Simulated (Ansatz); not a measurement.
Species: CH4Si, charge -1, multiplicity 2. 
Coordinates optimised at B3LYP-D3(BJ)/def2-TZVP (Ansatz, a program for electronic structure):
```
C
H 1 1.0916
H 1 1.0916 2 111.90
Si 1 1.8245 2 119.74 3 147.71
H 4 1.5284 1 106.80 2 161.02
H 4 1.5284 5 100.82 1 111.42
```
Charge -1, spin multiplicity 2.

Basis-set convergence of Hartree-Fock and MP2 correlation energies (hartree) with Ansatz. Cores are frozen in the correlated levels unless marked. Open shells are spin-unrestricted. No spin-orbit coupling. Non-relativistic.

```json
[
 {"basis": "aug-cc-pV(D+d)Z", "functions": "91", "E(HF)": "-329.05765", "E(corr, MP2)": "-0.25482"},
 {"basis": "aug-cc-pV(T+d)Z", "functions": "193", "E(HF)": "___", "E(corr, MP2)": "___"}
]
```

Question: Complete the blanks.

Answer: 
- aug-cc-pV(T+d)Z, E(HF): -329.07896
- aug-cc-pV(T+d)Z, E(corr, MP2): -0.30355
